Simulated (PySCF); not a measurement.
**A ladder of Hamiltonians for Re⁶⁵⁺ (rhenium, charge +65)**

Occupied: 1s1/2, 2s1/2, 2p1/2, 2p3/2. Hartree-Fock calculated with PySCF 2.14 in an even-tempered Gaussian basis (19 s from 16 bohr⁻², ratio 2.3; 15 p from 19 bohr⁻², ratio 2.3), Gaussian nucleus throughout. NR is non-relativistic, sf-X2C the spin-free one-electron X2C Hamiltonian, X2C adds the bare one-electron spin-orbit term, X2C-SNSO screens it by Boettger's factors, DC is four-component Dirac-Coulomb, and the Gaunt term is added at first order (total energies over the DC spinors, levels after relaxing the spinors in that mean field). QED terms are absent. Levels marked empty are virtual spinors of this ion.

```json
{"Hamiltonian": "NR", "E (hartree)": "-10607.2530", "E − E(DC) (hartree)": "801.7689", "CPU seconds": "0.63"}
{"Hamiltonian": "sf-X2C", "E (hartree)": "-11386.9036", "E − E(DC) (hartree)": "22.1184", "CPU seconds": "0.42"}
{"Hamiltonian": "X2C", "E (hartree)": "-11404.4044", "E − E(DC) (hartree)": "4.6175", "CPU seconds": "0.41"}
{"Hamiltonian": "X2C-SNSO", "E (hartree)": "-11403.4099", "E − E(DC) (hartree)": "5.6120", "CPU seconds": "0.41"}
{"Hamiltonian": "DC", "E (hartree)": "-11409.0219", "E − E(DC) (hartree)": "0.0000", "CPU seconds": "32"}
{"Hamiltonian": "DC+Gaunt", "E (hartree)": "-11394.1559", "E − E(DC) (hartree)": "14.8660", "CPU seconds": "54"}
```

```
   level (eV)        NR    sf-X2C       X2C  X2C-SNSO        DC  DC+Gaunt
        1s1/2  -71746.7  -77893.6  -77875.6  -77876.6  -77968.3  -77721.8
        2s1/2  -16303.3  -18082.3  -18077.8  -18078.1  -18091.4  -18064.2
        2p1/2  -15914.6  -16523.5  -17626.6  -17591.6  -17601.5  -17553.7
        2p3/2  -15914.6  -16523.5  -16085.9  -16096.9  -16105.9  -16074.5
3s1/2 (empty)   -6810.4   -7374.7   -7373.9   -7373.9   -7377.1   -7369.8
3p1/2 (empty)   -6677.6   -6924.8   -7219.9   -7210.7   -7213.3   -7200.8
3p3/2 (empty)   -6677.6   -6924.8   -6805.9   -6808.9   -6810.8   -6802.6
```

```tsv
interval (eV)	sf-X2C	X2C	X2C-SNSO	DC	DC+Gaunt
2p3/2 − 2p1/2	-1.856e-11	1541	1495	1496	1479
3p3/2 − 3p1/2	-3.038e-09	414.0	401.8	402.5	398.2
```

Weight of the small component: 1s1/2 0.0803, 2s1/2 0.0188, 2p1/2 0.0187, 2p3/2 0.0170, 3s1/2 0.00744, 3p1/2 0.00737, 3p3/2 0.00692.

Koopmans' value for the highest occupied level at DC+Gaunt: 16074.5 eV, against an ionisation energy of 16080 ± 30 eV (theoretical estimate listed by NIST; NIST Atomic Spectra Database, ionization energies); the former lacks relaxation, correlation, QED and recoil.

The whole ladder took 95 s of wall time on 1 thread of Intel(R) Xeon(R) Platinum 8175M CPU @ 2.50GHz (shared host), launched as `OMP_NUM_THREADS=1 python relrun2.py TASK.json OUT` (a driver that calls PySCF for each Hamiltonian).
